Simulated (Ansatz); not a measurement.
Consider the redistribution: `C[SiH](F)N[SiH2]O` + `CC[SiH3]` → `CC[SiH2]O` + `C[SiH](F)N[SiH3]`.

Isolated molecules relaxed with PBE0-D4/def2-TZVP in Ansatz; ΔE leaves out vibrations. CBS: MP2 limit from def2 TZ/QZ plus the TZ coupled-cluster correction, frozen cores. DFT in def2-TZVPP. B3LYP here is the variant with VWN-RPA as its local correlation; programs differ in this. One conformer a species, not always the lowest.

```
             level  ΔE (kcal/mol)  difference from CCSD(T)/CBS
            PBE-D4            5.2                          0.3
           ωB97M-V            5.1                          0.2
            B2PLYP            4.7                         -0.2
               PBE            4.9                          0.0
            r2SCAN            5.2                          0.3
              PBE0            4.9                          0.0
             B3LYP            4.5                         -0.4
    MP2/def2-TZVPP            5.0                          0.1
SCS-MP2/def2-TZVPP            4.7                         -0.2
CCSD(T)/def2-TZVPP            5.0                          0.1
     HF/def2-QZVPP            4.2                         -0.7
    MP2/def2-QZVPP            4.9                          0.0
SCS-MP2/def2-QZVPP            4.6                         -0.3
      HF/CBS(def2)            4.1                         -0.8
     MP2/CBS(def2)            4.8                         -0.1
    CCSD/CBS(def2)            4.7                         -0.2
       CCSD(T)/CBS            4.9                            0
```

Largest T1 diagnostic among the species: 0.011.

In def2-TZVPP, CCSD(T) changes the Hartree–Fock value by +0.8 kcal/mol (the triples alone add +0.1 kcal/mol) and MP2 by +0.7 kcal/mol.
